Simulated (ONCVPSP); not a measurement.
## What one change does to a pseudopotential (mercury, ONCV)

- Element: mercury
- Generator: ONCVPSP 4.0.1
- Type: optimised norm-conserving Vanderbilt (ONCV)
- Functional: Wu-Cohen
- Relativity: scalar-relativistic
- Frozen core: [Kr] 4d10 4f14
- Valence charge: 20
- Reference configuration: 5s2 5p6 5d10 6s1.5 (charge +0.5)
- Partial waves: 5s+6s: rc 1.75 bohr, ncon 4, nbas 8, qcut 9.1 1/bohr, 2 projectors; 5p: rc 1.05 bohr, ncon 3, nbas 6, qcut 7.6 1/bohr, 2 projectors, debl 1.5 Ha; 5d: rc 2.00 bohr, ncon 3, nbas 8, qcut 7.8 1/bohr, 3 projectors, debl 3.7 Ha
- Local potential: polynomial inside 0.70 bohr (lpopt 5, dvloc0 0 Ha)
- Core correction: Teter function, fcfact 2.75, rcfact 1.65

In the p channel the program set the typed energies aside and used -2.608, 0.250 Ha.

All-electron outer shells of the reference configuration (Wu-Cohen, scalar-relativistic, ld1.x):

| shell | level (eV) | outermost node (bohr) | outermost maximum (bohr) |
| --- | --- | --- | --- |
| 5s | -122.66 | 0.47 | 0.82 |
| 4f | -100.34 | – | 0.37 |
| 5p | -70.96 | 0.51 | 0.93 |
| 5d | -14.24 | 0.55 | 1.17 |
| 6s | -10.72 | 1.08 | 2.16 |

Change: s: rc 2.46.

Cutoffs: the cutoffs (Ha) at which the residual kinetic energy of the hardest occupied pseudo-wave falls to 1 and 0.1 mHa per electron; they do not see the model core or the augmentation charge, which bear on the density cutoff. Errors are all-electron minus pseudo energies relative to the spin-unpolarised reference configuration.

**Question.** How do hardness, ghosts and transferability respond?

**Answer.** The potential gets neither clearly harder nor softer (93 Ha and 153 Ha → 93 Ha and 153 Ha); both files keep a bound ghost (s); of the 4 tests that both files solve, the error grows in 2 and shrinks in 0 by more than 15 % and 0.3 meV (median size 9.8 → 13.1 meV).

```tsv
quantity	base	changed
cutoff, loose	93 Ha	93 Ha
cutoff, tight	153 Ha	153 Ha
loose cutoff by channel	s 23 Ha, p 93 Ha, d 20 Ha	s 12 Ha, p 93 Ha, d 20 Ha
bound ghosts	s	s
GHOST(+) flags under 300 eV	p at 90.6 eV	p at 90.6 eV
error for 5s2 5p6 5d10 6s2, meV [ΔE -4.39 eV]	+1.2	+1.0
error for 5s2 5p6 5d10 6s1, meV [ΔE 6.36 eV]	-2.9	-3.4
error for 5s2 5p6 5d10 6s0, meV [ΔE 25.38 eV]	-17	-23
error for 5s2 5p5 5d10 6s2, meV [ΔE 68.92 eV]	-118	-115
p: phases at 1.07 bohr within 0.05 rad from the reference energy up to (Ha; the scan ends near 5)	3.3	3.3
d: phases at 2.04 bohr within 0.05 rad from the reference energy up to (Ha; the scan ends near 5)	to the end of the scan	to the end of the scan
rms error of d²Exc/dni dnj with the model core, mHa	1.32	2.40
```

 A true bound ghost makes a file unfit for plane-wave use even where its test errors are small: the radial tests pick states by their node count and pass the ghost by.
